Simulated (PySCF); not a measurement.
UHF on Ga⁺ (gallium, charge +1)

Configuration: [Ar] 3d9 4s2 5s1, high-spin 3D determinant (an excited configuration). Computed with PySCF 2.14 in aug-cc-pVTZ-PP with ECP10MDF, with scalar relativity through the core potential.

```
Total energy                                                  : -257.091345 hartree
One-electron energy                                           : -445.0063 hartree
Hartree (Coulomb) energy                                      : 208.7795 hartree
Exchange energy                                               : -20.8646 hartree
⟨S²⟩                                                          : 2.0006
⟨L²⟩                                                          : 6.004
Sum of ⟨r⟩                                                    : 21.75 bohr
Sum of ⟨r²⟩                                                   : 53.81 bohr²
Traceless quadrupole moment −½Σ⟨3z² − r²⟩ along its main axis : -0.267 e·bohr²
```

| shell | electrons | mean orbital energy (hartree) | spread (hartree) | rms radius, mean of both spins (bohr) |
| --- | --- | --- | --- | --- |
| 3s α | 1 | -7.60646 | 0 | 0.695 |
| 3s β | 1 | -7.47124 | 0 | 0.695 |
| 3p α | 3 | -5.57153 | 0.10917 | 0.731 |
| 3p β | 3 | -5.41193 | 0.07920 | 0.731 |
| 3d α | 5 | -2.13609 | 0.12177 | 0.837 |
| 3d β | 4 | -2.06477 | 0.09270 | 0.837 |
| 4s α | 1 | -0.97396 | 0 | 2.19 |
| 4s β | 1 | -0.95087 | 0 | 2.19 |
| 5s α | 1 | -0.28392 | 0 | 5.81 |

Energies and moments cover only the electrons outside the core potential. The outer electron is Rydberg-like, and this basis confines it to a smaller radius and binds it less than a complete one would.
